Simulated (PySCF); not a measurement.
SMILES FC(F)(F)CCCl, GFN2-xTB optimised geometry.

```
11

F      1.50     0.26     0.00
C      0.16     0.26     0.00
F     -0.22    -0.25    -1.17
F     -0.22     1.55     0.00
C     -0.41    -0.51     1.17
C      0.04     0.10     2.49
Cl    -0.65    -0.82     3.85
H     -1.50    -0.49     1.09
H     -0.08    -1.55     1.09
H      1.13     0.06     2.59
H     -0.31     1.13     2.59
```

Density from CAM-B3LYP/def2-TZVP run with PySCF at that geometry.

Minimum of the electron density along straight lines between bonded atoms, close to the bond critical point (lines longer than 1.1 times the sum of covalent radii, or with two minima, are not listed):

| bond | length / Å | ρ at the minimum / e bohr⁻³ | ∇²ρ there / e bohr⁻⁵ | position (fraction from the first atom) |
|---|---|---|---|---|
| F1–C2 | 1.341 | 0.285 | -0.50 | 0.66 |
| C2–F3 | 1.339 | 0.287 | -0.51 | 0.34 |
| C2–F4 | 1.341 | 0.285 | -0.50 | 0.34 |
| C2–C5 | 1.518 | 0.266 | -0.73 | 0.54 |
| C5–C6 | 1.524 | 0.251 | -0.64 | 0.50 |
| C6–Cl7 | 1.783 | 0.186 | -0.26 | 0.42 |
| C5–H8 | 1.092 | 0.282 | -0.99 | 0.65 |
| C5–H9 | 1.092 | 0.282 | -0.99 | 0.65 |
| C6–H10 | 1.090 | 0.288 | -1.03 | 0.65 |
| C6–H11 | 1.090 | 0.288 | -1.03 | 0.65 |
